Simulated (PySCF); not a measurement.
A structure optimised at PBE-D3(BJ)/def2-TZVP, used in a PySCF frequency run:

```xyz
8

C      0.1359    -1.1457     0.0000
N     -0.5377     0.1375     0.0000
C      0.1823     1.1825     0.0000
H     -0.1881    -1.7187    -0.8823
H     -0.1881    -1.7187     0.8823
H      1.2418    -1.0725     0.0000
H      1.2911     1.1603     0.0000
H     -0.3023     2.1668     0.0000
```
Charge 0, spin multiplicity 1.

Question: Write its SMILES, formula and point group.

Answer: C=NC, C2H5N, Cs

Question: What are its rotational constants (standard atomic weights)?

Answer: 52.868, 10.625, 9.3612 GHz
